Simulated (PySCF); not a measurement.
Structure problem from calculated spectra and properties.

Formula: C8H13N.

* UV, first state: lowest singlet excitation: 5.01 eV (248 nm, f = 0.018) [TDDFT PBE0/def2-SVPD]
* 1H NMR: chemical shifts (computed TMS as zero) by class: 5.95 (2 H), 2.91 (4 H), 2.38 (1 H), 1.74 (2 H), 1.73 (2 H), 1.66 (1 H), 1.60 (1 H) ppm [GIAO HF/pcSseg-1]
* 13C NMR: chemical shifts (computed TMS as zero) by class: 137.8 (2 C), 51.5 (1 C), 50.7 (2 C), 27.1 (2 C), 14.7 (1 C) ppm [GIAO HF/pcSseg-1]
* Dipole: 0.50 D [PBE0/def2-SVPD]
* UV, strongest line: among the 10 lowest singlet transitions: S9 at 7.19 eV (172 nm, f = 0.138) [TDDFT PBE0/def2-SVPD]
* Triplet: lowest triplet excitation (Tamm–Dancoff): 4.14 eV [TDA PBE0/def2-SVPD]
* NMR, other nuclei: isotropic shieldings of nuclei other than C and H, by class: 223 (1 N) ppm [GIAO HF/pcSseg-1]
* Rotational structure: rotational constants A, B, C: 4.461, 1.035, 0.878 GHz [PBE0-D3(BJ)/def2-SVP]
* Valence photoelectron: vertical ionisation energy: 7.67 eV [ΔSCF PBE0/def2-SVPD]
* Polarisability: 98.9 au [PBE0/def2-SVPD]

The electronic properties come from PySCF, for the isolated species, density fitting. Levels stand in brackets. The structure is a single PBE0-D3(BJ)/def2-SVP conformer in the gas phase; no vibrational or solvent corrections. NMR values are class means; diastereotopic atoms form classes of their own.

Problem. What is the compound? Reason from the data.

Solution. Numbering: `[CH:1]1=[CH:2][CH2:3][N:4]([CH:5]2[CH2:6][CH2:7][CH2:8]2)[CH2:9]1`. Its formula, C8H13N, gives 3 degrees of unsaturation: 2 rings and 1 π bond in the structure found. 8 carbons fall into 5 classes; from least to most shielded: alkene CH carbon [C1/C2] (137.8 ppm, 2 C), ring sp3 carbon bound to nitrogen [C5] (51.5 ppm), ring sp3 carbon bound to nitrogen [C3/C9] (50.7 ppm, 2 C), four-membered-ring carbon [C6/C8] (27.1 ppm, 2 C), four-membered-ring carbon [C7] (14.7 ppm). Hydrogen classes from least to most shielded: 2 H on 2 alkene CH carbons, C1/C2 (5.95 ppm), 4 H on 2 like atoms (sp3 carbon bound to nitrogen), C3/C9 (2.91 ppm, a mean of values up to 0.7 ppm apart in this geometry), 1 H on an sp3 carbon bound to nitrogen, C5 (2.38 ppm), 2 H on 2 four-membered-ring carbons, C6/C8 (1.74 ppm), 2 H on 2 four-membered-ring carbons, C6/C8 (1.73 ppm), 1 H on a four-membered-ring carbon, C7 (1.66 ppm), 1 H on a four-membered-ring carbon, C7 (1.60 ppm). The other shieldings belong to: 223 ppm, tertiary amine nitrogen [N4]. The first electron is taken from the HOMO, whose largest Löwdin shares are 0.48 on the tertiary amine nitrogen, 0.09 on each of 2 atoms of one kind (sp3 carbon bound to nitrogen) and 0.06 on an sp3 carbon bound to nitrogen. The optimised geometry has point group Cs and is an asymmetric top. Structure: `C1=CCN(C2CCC2)C1`. Computed isomers that give other values at the same levels: `C=CC(=C)N1CCCC1` (rotational constant A: 3.436 GHz; this holds for the one conformer computed); `CN(C)C1=CCCC=C1` (rotational constant A: 3.246 GHz; this holds for the one conformer computed); `N#CCC1CCCCC1` (rotational constant A: 3.574 GHz; this holds for the one conformer computed). The assignments are read from this structure; whether some other isomer fits the data as well wasn't checked.
